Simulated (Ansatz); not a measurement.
Basis-set extrapolation for `CC(C)OB(O)F` (PBE0-D4/def2-TZVP geometry, frozen core, Ansatz 0.2.0). Multiplicity 1, RHF reference.

|  | def2-TZVPP | def2-QZVPP |
| --- | --- | --- |
| HF | -392.463928 | -392.482244 |
| MP2 correlation | -1.336947 | -1.439348 |
| CCSD(T) correlation | -1.426128 | not run |

Energies in hartree. Use E(X) = E(∞) + A·exp(−7.88·√X) for Hartree–Fock and E(X) = E(∞) + B·X^(−2.97) for correlation, with X = 3 and 4, and add CCSD(T) minus MP2 of the smaller set to the MP2 limit.

Task: What is the CCSD(T) energy at the basis-set limit?

Result: HF limit: -392.482244 + (-0.018316) × 0.13774 = -392.48477. MP2 limit: -1.439348 + (-0.102401) × 0.74074 = -1.51520. Higher-order term: -1.426128 − (-1.336947) = -0.08918. Total: -394.08915 hartree, 5.42 eV below CCSD(T)/def2-TZVPP.
